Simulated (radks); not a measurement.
Question: All-electron atom: Pd XXIV in [Ar] 3d5 (the NIST ground configuration). Method: Dirac Kohn-Sham, relativistic LDA (MacDonald-Vosko exchange, VWN5 correlation), spin-unpolarised, spherical densities, finite nucleus; open shells fill j = l - 1/2 first; Fermi nuclear charge, rms radius 4.5318 fm; computed with a radial shooting solver on a logarithmic mesh with Libxc functionals. Some entries of the table are withheld. Estimate them.

| orbital | occ. | eigenvalue (eV) | <1/r> (bohr^-1) |
|---|---|---|---|
| 1s1/2 | 2 | -24900.71 | 48.06 |
| 2s1/2 | 2 | -4380.915 | 11.10 |
| 2p1/2 | 2 | (1) | 11.08 |
| 2p3/2 | 4 | (2) | 10.44 |
| 3s1/2 | 2 | -1396.517 | 4.114 |
| 3p1/2 | 2 | (3) | 4.044 |
| 3p3/2 | 4 | (4) | 3.889 |
| 3d3/2 | 4 | (5) | (6) |
| 3d5/2 | 1 | (7) | (8) |

Answer: 
(1) 2p1/2 eigenvalue (eV): -4136.504
(2) 2p3/2 eigenvalue (eV): -3977.401
(3) 3p1/2 eigenvalue (eV): -1302.477
(4) 3p3/2 eigenvalue (eV): -1270.095
(5) 3d3/2 eigenvalue (eV): -1111.682
(6) 3d3/2 <1/r> (bohr^-1): 3.759
(7) 3d5/2 eigenvalue (eV): -1104.691
(8) 3d5/2 <1/r> (bohr^-1): 3.720
